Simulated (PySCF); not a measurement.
# Pt²⁺ (platinum, charge +2) across methods

[Xe] 4f14 5d8, high-spin 3F determinant. All numbers are calculated (PySCF 2.14, scalar relativity through the core potential, in aug-cc-pVTZ-PP with ECP60MDF (6s6p5d3f2g, 88 functions)).

```tsv
method	E (hartree)	mean ε 5p β (eV)	mean ε 5d α (eV)	mean ε 5d β (eV)	Σ⟨r²⟩ (bohr²)	⟨S²⟩
UHF	-117.61755	-88.093	-32.605	-30.868	32.92	2.004
LC-wPBE	-118.3769	-81.619	-31.010	-29.784	33.12	2.001
PBE0	-118.3429	-79.398	-28.269	-26.970	33.17	2.001
PBE	-118.3663	-76.123	-26.523	-25.336	33.38	2.001
BP86	-118.4530	-76.279	-26.613	-25.485	33.35	2.001
r2SCAN	-118.3886	-77.322	-26.837	-25.515	33.09	2.002
LDA	-118.1077	-76.216	-26.699	-25.470	33.60	2.000
wB97M-V	-118.2734	-82.161	-30.649	-29.442	33.23	2.001
B97-3	-118.3816	-79.696	-28.248	-27.065	33.13	2.001
```

Energies and moments cover only the electrons outside the core potential. Spin-orbit coupling, absent here, splits the open shell strongly.
